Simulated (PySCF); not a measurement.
# Electronic structure of Ne⁺ (neon, charge +1) at the UHF level

Configuration: [He] 2s2 2p5, 2P determinant. Computed with PySCF 2.14 in cc-pVTZ, with no relativity, point nucleus.

```json
{"Total energy": "-127.808878 hartree", "One-electron energy": "-175.0792 hartree", "Hartree (Coulomb) energy": "58.9281 hartree", "Exchange energy": "-11.6577 hartree", "Kinetic energy": "127.76596 hartree", "⟨S²⟩": "0.7525", "⟨L²⟩": "2.008", "Sum of ⟨r⟩": "6.433 bohr", "Sum of ⟨r²⟩": "6.834 bohr²", "Traceless quadrupole moment −½Σ⟨3z² − r²⟩ along its main axis": "0.424 e·bohr²", "Density at the nucleus (Gaussians lack the cusp)": "599 bohr⁻³", "Spin density at the nucleus": "0.0232 bohr⁻³", "Langevin diamagnetic susceptibility": "-5.41 ×10⁻⁶ cm³/mol", "Time after the integrals": "0.06 s of wall time on 1 thread of Neoverse-V2 (shared host)"}
```

```json
{"shell": "1s α", "electrons": "1", "mean orbital energy (eV)": "-915.63", "spread (eV)": "0", "rms radius, mean of both spins (bohr)": "0.183"}
{"shell": "1s β", "electrons": "1", "mean orbital energy (eV)": "-913.96", "spread (eV)": "0", "rms radius, mean of both spins (bohr)": "0.183"}
{"shell": "2s α", "electrons": "1", "mean orbital energy (eV)": "-74.493", "spread (eV)": "0", "rms radius, mean of both spins (bohr)": "0.947"}
{"shell": "2s β", "electrons": "1", "mean orbital energy (eV)": "-68.344", "spread (eV)": "0", "rms radius, mean of both spins (bohr)": "0.947"}
{"shell": "2p α", "electrons": "3", "mean orbital energy (eV)": "-44.964", "spread (eV)": "3.659", "rms radius, mean of both spins (bohr)": "0.997"}
{"shell": "2p β", "electrons": "2", "mean orbital energy (eV)": "-42.123", "spread (eV)": "0", "rms radius, mean of both spins (bohr)": "0.997"}
```
